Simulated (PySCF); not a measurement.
## Structure from NMR data

An unknown has the formula C₇H₈O₂Si. Its calculated NMR data are:

1H NMR (600 MHz, computed): δ 6.63 (br s, 1H), 4.95 (s, 2H), 4.74 (s, 2H), 2.20 (s, 3H).

13C{1H} NMR (computed): δ 233.5 (C), 183.2 (C), 100.3 (C), 77.7 (C), 76.8 (C), 75.2 (CH2), 6.1 (CH3).

- NMR shieldings at PBE0/pcSseg-1/GIAO
- coordinates at the GFN2-xTB level
- program: PySCF 2.14.0 with density-fitted response routines
- isolated molecule, non-relativistic, single conformer, one averaged value for each set of equivalent atoms

Chemical shifts δ = σref − σ; TMS for 1H (σref 31.72) and 13C (σref 186.93), all at this level.

Which candidate is it?
A. C=C=C(C#CC)[SiH2]C(=O)O
B. C[C@@H]1[SiH2]C(=O)[C@H]1C#CC=O
C. O=Cc1ccccc1O[SiH3]

Results:

A. 

- Rings plus π bonds: 5 (no ring in the answer).
- 7 carbon signals for 7 carbons: no two carbons are equivalent.
- Carbon types of the structure: 5 × C, 1 × CH2, 1 × CH3, leaving 3 H on heteroatoms.
- δC 233.5: central carbon of an allene; the central sp carbon of an allene is among the most deshielded carbons of hydrocarbons.
- δC 183.2: carbonyl carbon.
- δC 100.3, 76.8: alkyne carbon; sp carbons lie upfield of alkene carbons because the cylindrical π system leaves one tensor component strongly shielded.
- δC 77.7, 75.2: terminal carbon of a cumulated C=C=C unit.
- δH 4.95: hydrogen on a terminal carbon of a cumulated C=C=C unit; attached to an sp2 carbon and in the plane of the double bond.

The others: O=Cc1ccccc1O[SiH3] would give 6 signals for carbon-bound and other non-exchanging H, not 3; C[C@@H]1[SiH2]C(=O)[C@H]1C#CC=O would give 6 signals for carbon-bound and other non-exchanging H, not 3.

The OH or NH signal is concentration- and solvent-dependent in practice; the value given is the gas-phase one. Shifts are as computed. Against solution values, carbons near 30 ppm lie about +3 ppm off and those near 130 ppm about +5 ppm. Of 1211 compounds with measured shifts, 218 miss one by over three times the rms of a fit or turn the order of signals round; such compounds aren't used in these exercises. Hydrogen bonding in solution deshields acid and N–H amide carbonyl carbons by as much as 10 ppm beyond these values. Multiplicities follow the n + 1 count of equivalent neighbours, as no J values were calculated; m marks all less simple cases, F and P coupling included.
